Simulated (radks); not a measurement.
The numbers below are computed, except where a source is named.
Ionisation of the terbium ion Tb+, [Xe] 4f9 6s1, to Tb2+, [Xe] 4f9, under several functionals. Scalar-relativistic Kohn-Sham, spin-polarised, spherical densities, finite nucleus; open shells are filled with parallel spins first (spin-orbit coupling, left out, can overturn this in heavy ions); a radial shooting solver on a logarithmic mesh with Libxc functionals.

\begin{tabular}{lrrrrrr}
functional & E(Tb+) (hartree) & Exc (hartree) & IE (eV) & -e(HOMO) (eV) & <r> HOMO (bohr) & IE error (eV) \\ \hline
r2SCAN & -11709.2235 & -256.4534 & 11.550 & 6.085 & 0.9560 & +0.037 \\
SOGGA & -11703.5503 & -251.4904 & 11.644 & 7.067 & 0.9373 & +0.131 \\
XLYP & -11709.5733 & -257.5197 & 11.903 & 7.019 & 0.9480 & +0.390 \\
MS2 meta-GGA & -11707.5935 & -255.1987 & 11.699 & 6.599 & 0.9470 & +0.186 \\
BP86 & -11709.6024 & -257.5630 & 11.845 & 7.314 & 0.9392 & +0.332 \\
AM05 & -11700.5417 & -248.4893 & 11.694 & 7.214 & 0.9374 & +0.181 \\
revPBE & -11708.2719 & -256.2333 & 11.674 & 7.055 & 0.9406 & +0.161 \\
RPBE & -11708.3908 & -256.3527 & 11.697 & 7.054 & 0.9421 & +0.184 \\
TASK exchange with Perdew-Wang LDA correlation & -11707.3095 & -254.2363 & 10.622 & 5.214 & 0.9398 & -0.891 \\
\end{tabular}

NIST Atomic Spectra Database: 11.51 eV (semi-empirical). Closest: r2SCAN. The Delta-SCF values span 1.28 eV, the total energies 9.06 hartree. The highest occupied level is 4f. Open shells are spherical and high-spin; term and fine-structure splittings are not resolved. Spin-orbit splitting is averaged out at the scalar-relativistic level.
